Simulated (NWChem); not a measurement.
System: C3H2F3, doublet; SMILES [CH]=CC(F)(F)F

Here is an NWChem input.

```
start job
memory heap 200 mb stack 900 mb global 1100 mb
geometry units angstroms noautosym nocenter noautoz
  C      0.110078     2.147616     0.000000
  C     -0.598322     1.035002     0.000000
  C      0.005339    -0.349155     0.000000
  F      1.350845    -0.329341     0.000000
  F     -0.403495    -1.044349    -1.089696
  F     -0.403495    -1.044349     1.089696
  H     -0.055865     3.231528     0.000000
  H     -1.708943     1.037900     0.000000
end
basis spherical
  * library 6-31g*
end
dft
  odft
  mult 2
  xc xpbe96 cpbe96
  iterations 150
end
cosmo
  dielec 7.6
end
task dft energy
```

Output (shortened):

```
             Northwest Computational Chemistry Package (NWChem) 7.3.0
             --------------------------------------------------------

                             Geometry "geometry" -> ""
                             -------------------------

 Output coordinates in angstroms (scale by  1.889725989 to convert to a.u.)

  No.       Tag          Charge          X              Y              Z
 ---- ---------------- ---------- -------------- -------------- --------------
    1 C                    6.0000     0.11007800     2.14761600     0.00000000
    2 C                    6.0000    -0.59832200     1.03500200     0.00000000
    3 C                    6.0000     0.00533900    -0.34915500     0.00000000
    4 F                    9.0000     1.35084500    -0.32934100     0.00000000
    5 F                    9.0000    -0.40349500    -1.04434900    -1.08969600
    6 F                    9.0000    -0.40349500    -1.04434900     1.08969600
    7 H                    1.0000    -0.05586500     3.23152800     0.00000000
    8 H                    1.0000    -1.70894300     1.03790000     0.00000000

 Effective nuclear repulsion energy (a.u.)     239.8320675284

  pbe96 is a nonlocal functional; adding pw91lda local functional.

                                 NWChem DFT Module
                                 -----------------

 Summary of "ao basis" -> "ao basis" (spherical)
 ------------------------------------------------------------------------------
       Tag                 Description            Shells   Functions and Types
 ---------------- ------------------------------  ------  ---------------------
 C                           6-31g*                  6       14   3s2p1d
 F                           6-31g*                  6       14   3s2p1d
 H                           6-31g*                  2        2   2s

 in cosmo_initialize ...

 solvent parameters
 solvname_short: unkn
 solvname_long:  unknown
 dielec:        7.6000

          ---------------
          -cosmo- solvent
          ---------------
 Cosmo: York-Karplus, doi: 10.1021/jp992097l
 dielectric constant -eps-     =   7.60
 screen = (eps-1)/(eps    )    =   0.86842
 surface charge correction     = lagrangian

   van der Waals surface
 --------------------------

 ---------- ATOMIC COORDINATES (A.U.) ------------ VDWR(ANG.) --
     1    0.20801726    4.05840577    0.00000000     2.000
     2   -1.13066463    1.95587018    0.00000000     2.000
     3    0.01008925   -0.65980728    0.00000000     2.000
     4    2.55272690   -0.62236425    0.00000000     1.720
     5   -0.76249499   -1.97353345   -2.05922685     1.720
     6   -0.76249499   -1.97353345    2.05922685     1.720
     7   -0.10556954    6.10670244    0.00000000     1.300
     8   -3.22943400    1.96134660    0.00000000     1.300
 number of segments per atom =         32
 number of   points per atom =         32
 atom (   nspa,  nppa )
 ----------------------
    1 (     22,     0 )       0
    2 (     12,     0 )       0
    3 (     10,     0 )       0
    4 (     20,     0 )       0
    5 (     20,     0 )       0
    6 (     20,     0 )       0
    7 (     16,     0 )       0
    8 (     16,     0 )       0
 number of -cosmo- surface points =      136
 molecular surface =    112.982 angstrom**2
 molecular volume  =     93.624 angstrom**3
 G(cav/disp)       =      1.425 kcal/mol
 -lineq- algorithm             =   0
 -bem- low  level              =   2
 -bem- from -octahedral-
 gaussian surface charge width =   4.50000
 degree of switching           =   1.00000
 switching function tolerance  =   0.00010
 atomic radii =
 --------------
    1  6.000  2.000
    2  6.000  2.000
    3  6.000  2.000
    4  9.000  1.720
    5  9.000  1.720
    6  9.000  1.720
    7  1.000  1.300
    8  1.000  1.300
 ...... end of -cosmo- initialization ......

            General Information
            -------------------
          SCF calculation type: DFT
          Wavefunction type:  spin polarized.
          No. of atoms     :     8
          No. of electrons :    47
           Alpha electrons :    24
            Beta electrons :    23
          Charge           :     0
          Spin multiplicity:     2
          Use of symmetry is: off; symmetry adaption is: off
          Maximum number of iterations: 150
          AO basis - number of functions:    88
                     number of shells:    40
          Convergence on energy requested:  1.00D-06
          Convergence on density requested:  1.00D-05
          Convergence on gradient requested:  5.00D-04

              XC Information
              --------------
          PerdewBurkeErnzerhof Exchange Functional  1.000
            Perdew 1991 LDA Correlation Functional  1.000 local
           PerdewBurkeErnz. Correlation Functional  1.000 non-local

             Grid Information
             ----------------
          Grid used for XC integration:  medium
          Radial quadrature: Mura-Knowles
          Angular quadrature: Lebedev.
          Tag              B.-S. Rad. Rad. Pts. Rad. Cut. Ang. Pts.
          ---              ---------- --------- --------- ---------
          C                   0.70       49          10.0       434
          F                   0.50       49          11.0       434
          H                   0.35       45          10.0       434
          Grid pruning is: on
          Number of quadrature shells:   384
          Spatial weights used:  Erf1

      Superposition of Atomic Density Guess
      -------------------------------------

 Sum of atomic energies:        -412.09422359

      Non-variational initial energy
      ------------------------------

 Total energy =    -414.067610
 1-e energy   =   -1047.885986
 2-e energy   =     393.986309
 HOMO         =      -0.151575
 LUMO         =       0.037893

[...]

                                   COSMO solvation results
                                   -----------------------

                 gas phase energy =      -414.506411180395
                 sol phase energy =      -414.509866989308
 (electrostatic) solvation energy =         0.003455808913 (    2.17 kcal/mol)

                    DFT Final Alpha Molecular Orbital Analysis
                    ------------------------------------------

 Vector   22  Occ=1.000000D+00  E=-3.311080D-01
              MO Center=  2.1D-02, -1.3D-01, -3.4D-09, r^2= 2.7D+00
   Bfn.  Coefficient  Atom+Function         Bfn.  Coefficient  Atom+Function
  ----- ------------  ---------------      ----- ------------  ---------------
    46      0.306639  4 F  py                60      0.297211  5 F  py
    74      0.297211  6 F  py                18      0.294027  2 C  py
    20     -0.243103  2 C  s                 64      0.201364  5 F  py
    78      0.201364  6 F  py                50      0.198491  4 F  py
    32     -0.194133  3 C  py                 3     -0.166761  1 C  px

 Vector   23  Occ=1.000000D+00  E=-2.650988D-01
              MO Center= -2.1D-01,  1.5D+00, -3.2D-09, r^2= 1.8D+00
   Bfn.  Coefficient  Atom+Function         Bfn.  Coefficient  Atom+Function
  ----- ------------  ---------------      ----- ------------  ---------------
     5      0.421501  1 C  pz                19      0.393598  2 C  pz
     9      0.273331  1 C  pz                23      0.238828  2 C  pz
    60      0.128002  5 F  py                74     -0.128002  6 F  py
    64      0.090290  5 F  py                78     -0.090290  6 F  py
    47     -0.070991  4 F  pz                51     -0.050049  4 F  pz

 Vector   24  Occ=1.000000D+00  E=-2.116351D-01
              MO Center=  1.2D-01,  1.9D+00,  6.7D-10, r^2= 1.8D+00
   Bfn.  Coefficient  Atom+Function         Bfn.  Coefficient  Atom+Function
  ----- ------------  ---------------      ----- ------------  ---------------
     3      0.540566  1 C  px                 7      0.408160  1 C  px
     6      0.304901  1 C  s                 88      0.203034  8 H  s
    32     -0.149267  3 C  py                87      0.148658  8 H  s
    17     -0.131571  2 C  px                86     -0.131479  7 H  s
     4     -0.116862  1 C  py                85     -0.110311  7 H  s

 Vector   25  Occ=0.000000D+00  E=-4.937972D-02
              MO Center= -2.1D-01,  1.4D+00,  9.7D-11, r^2= 2.2D+00
   Bfn.  Coefficient  Atom+Function         Bfn.  Coefficient  Atom+Function
  ----- ------------  ---------------      ----- ------------  ---------------
     9      0.542005  1 C  pz                23     -0.506219  2 C  pz
     5      0.452170  1 C  pz                19     -0.424846  2 C  pz
    33     -0.157720  3 C  pz                60     -0.129772  5 F  py
    74      0.129772  6 F  py                37     -0.118896  3 C  pz
    64     -0.101471  5 F  py                78      0.101471  6 F  py

 Vector   26  Occ=0.000000D+00  E= 7.639576D-02
              MO Center= -5.4D-01,  1.4D+00,  6.2D-10, r^2= 4.4D+00
   Bfn.  Coefficient  Atom+Function         Bfn.  Coefficient  Atom+Function
  ----- ------------  ---------------      ----- ------------  ---------------
     6      1.134513  1 C  s                 86     -1.044921  7 H  s
    88     -1.026524  8 H  s                 21     -0.579483  2 C  px
    31     -0.367494  3 C  px                20      0.345466  2 C  s
    35     -0.265516  3 C  px                 8      0.263873  1 C  py
    22     -0.259270  2 C  py                17     -0.242897  2 C  px

 Vector   27  Occ=0.000000D+00  E= 1.199365D-01
              MO Center= -5.0D-01,  2.0D+00, -1.3D-08, r^2= 4.3D+00
   Bfn.  Coefficient  Atom+Function         Bfn.  Coefficient  Atom+Function
  ----- ------------  ---------------      ----- ------------  ---------------
    86      1.409140  7 H  s                 20      1.113499  2 C  s
    88     -1.088284  8 H  s                  6     -0.921715  1 C  s
     8     -0.647689  1 C  py                34     -0.631005  3 C  s
    21     -0.502620  2 C  px                 7      0.277060  1 C  px
    36     -0.266551  3 C  py                32     -0.265041  3 C  py

                     DFT Final Beta Molecular Orbital Analysis
                     -----------------------------------------

 Vector   21  Occ=1.000000D+00  E=-3.319547D-01
              MO Center=  1.1D-01, -8.3D-01, -1.7D-07, r^2= 2.0D+00
   Bfn.  Coefficient  Atom+Function         Bfn.  Coefficient  Atom+Function
  ----- ------------  ---------------      ----- ------------  ---------------
    47      0.381376  4 F  pz                59      0.323787  5 F  px
    73     -0.323787  6 F  px                51      0.258393  4 F  pz
    61     -0.224968  5 F  pz                75     -0.224968  6 F  pz
    63      0.219483  5 F  px                77     -0.219482  6 F  px
    65     -0.152974  5 F  pz                79     -0.152974  6 F  pz

 Vector   22  Occ=1.000000D+00  E=-3.268764D-01
              MO Center= -2.5D-02, -1.2D-01,  1.7D-08, r^2= 2.7D+00
   Bfn.  Coefficient  Atom+Function         Bfn.  Coefficient  Atom+Function
  ----- ------------  ---------------      ----- ------------  ---------------
    18      0.298530  2 C  py                46      0.297492  4 F  py
    60      0.295930  5 F  py                74      0.295930  6 F  py
    20     -0.232323  2 C  s                 32     -0.209053  3 C  py
    64      0.201000  5 F  py                78      0.201000  6 F  py
    50      0.193106  4 F  py                22      0.149490  2 C  py

 Vector   23  Occ=1.000000D+00  E=-2.561973D-01
              MO Center= -2.8D-01,  1.3D+00, -3.4D-09, r^2= 1.8D+00
   Bfn.  Coefficient  Atom+Function         Bfn.  Coefficient  Atom+Function
  ----- ------------  ---------------      ----- ------------  ---------------
    19      0.435561  2 C  pz                 5      0.371882  1 C  pz
    23      0.281552  2 C  pz                 9      0.232761  1 C  pz
    60      0.134893  5 F  py                74     -0.134893  6 F  py
    64      0.095524  5 F  py                78     -0.095524  6 F  py
    47     -0.070741  4 F  pz                51     -0.049911  4 F  pz

 Vector   24  Occ=0.000000D+00  E=-1.182161D-01
              MO Center=  1.8D-01,  1.9D+00,  4.0D-10, r^2= 1.7D+00
   Bfn.  Coefficient  Atom+Function         Bfn.  Coefficient  Atom+Function
  ----- ------------  ---------------      ----- ------------  ---------------
     3      0.501195  1 C  px                 7      0.451411  1 C  px
     6      0.320631  1 C  s                 88      0.278166  8 H  s
    34     -0.192729  3 C  s                 86     -0.168886  7 H  s
    32     -0.142749  3 C  py                87      0.132141  8 H  s
    36     -0.108882  3 C  py                 2      0.102852  1 C  s

 Vector   25  Occ=0.000000D+00  E=-3.495765D-02
              MO Center= -1.5D-01,  1.5D+00, -1.8D-12, r^2= 2.2D+00
   Bfn.  Coefficient  Atom+Function         Bfn.  Coefficient  Atom+Function
  ----- ------------  ---------------      ----- ------------  ---------------
     9      0.573016  1 C  pz                 5      0.475315  1 C  pz
    23     -0.473845  2 C  pz                19     -0.391525  2 C  pz
    33     -0.161226  3 C  pz                37     -0.130015  3 C  pz
    60     -0.123411  5 F  py                74      0.123411  6 F  py
    62     -0.098925  5 F  s                 76      0.098925  6 F  s

 Vector   26  Occ=0.000000D+00  E= 8.524239D-02
              MO Center= -5.3D-01,  1.2D+00,  5.1D-10, r^2= 4.4D+00
   Bfn.  Coefficient  Atom+Function         Bfn.  Coefficient  Atom+Function
  ----- ------------  ---------------      ----- ------------  ---------------
     6      1.122228  1 C  s                 88     -1.032008  8 H  s
    86     -0.927517  7 H  s                 21     -0.566665  2 C  px
    31     -0.402315  3 C  px                20      0.370619  2 C  s
    22     -0.339537  2 C  py                35     -0.288557  3 C  px
    48      0.278913  4 F  s                 17     -0.230955  2 C  px

   alpha - beta orbital overlaps
   -----------------------------

   alpha      1      2      3      4      5      6      7      8      9     10
    beta      1      2      3      4      5      6      7      8      9     10
 overlap   1.000  1.000  1.000  1.000  0.853  0.853  1.000  1.000  1.000  0.995

   alpha     11     12     13     14     15     16     17     18     19     20
    beta     11     12     13     14     15     16     17     18     19     20
 overlap   0.989  0.985  0.994  1.000  0.992  0.997  1.000  0.999  1.000  0.999

   alpha     21     22     23     24     25     26     27     28     29     30
    beta     21     22     23     24     25     26     27     28     29     30
 overlap   1.000  0.994  0.996  0.987  0.996  0.994  0.995  0.994  1.000  0.995

   alpha     31     32     33     34     35     36     37     38     39     40
    beta     31     32     33     34     35     36     38     37     39     40
 overlap   0.998  0.996  0.995  0.964  0.995  0.859  0.831  0.979  0.979  0.980

   alpha     41     42     43     44     45     46     47     48     49     50
    beta     41     42     43     44     45     46     47     48     49     50
 overlap   0.997  0.993  0.992  0.996  0.994  0.996  1.000  0.998  1.000  1.000

   alpha     51     52     53     54     55     56     57     58     59     60
    beta     51     52     53     54     55     56     57     58     59     60
 overlap   1.000  0.999  1.000  1.000  1.000  0.997  0.998  1.000  0.939  0.984

[...]
```

Level: PBE/6-31G* (spherical d), spin-unrestricted, COSMO on the gas-phase geometry. In the optimisation the excess spin sits in a' (Cs, its own frame). Geometry: optimised at PBE-D3(BJ)/def2-SVP, spin-unrestricted. No stability test was run on the SCF state. COSMO prints the solvation energy as gas minus solution, so a positive value is a stabilisation.
